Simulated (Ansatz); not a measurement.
A made-up structure of BSiH$_{4}$O$_{2}$ (charge +1), closed shell:

```csv
atom,x (Å),y (Å),z (Å)
O1,1.1717,1.6196,-0.9272
B2,0.8301,0.9608,0.1617
O3,-0.0957,-0.1228,0.0959
Si4,-1.0361,-1.3244,0.3429
H5,0.7987,1.3784,-1.7810
H6,1.2560,1.2159,1.2378
H7,-2.4532,-1.0497,0.6159
H8,-0.5576,-0.2158,0.9438
```

It is relaxed with PBE-D4/def2-SVP and then PBE0-D4/def2-TZVP (Ansatz 0.2.0). Atoms count as bonded within 1.22 times the sum of their covalent radii (H–H: 0.88 Å). The end point is not checked to be a true minimum.

Task: Does its bonding change? (A judgement: the text doesn't fix the answer.)

Result: By the calculation: Yes. Formed: none; broken: Si4–H8.

Where it ends: The first stage lowers the energy by 5.22 eV in 14 steps. It ends as BSiH₄O₂ ([OH][BH][OH][SiH]), total charge +1:
```
8
angstrom
O 1.1391 1.2697 -1.0068
B 0.8281 1.0189 0.2399
O -0.2727 0.0908 0.5526
Si -1.3538 -0.8353 -0.6094
H 0.6876 0.8803 -1.7637
H 1.3648 1.4823 1.1871
H -2.0691 -1.4287 0.5821
H -0.4101 -0.0161 1.5079
```

Labels in which every atom is bracketed show which atoms are joined, not bond orders.

For scale, one of the runs: PBE0-D4/def2-TZVP relaxation, 154 basis functions, launched by `ansatz run in.yaml --threads 2 --pin off --events-out ev --progress --plain --max-ram 4352MiB`. Hardware: 2 CPU threads of an Arm Neoverse V2, shared host. Wall time about 21 s.
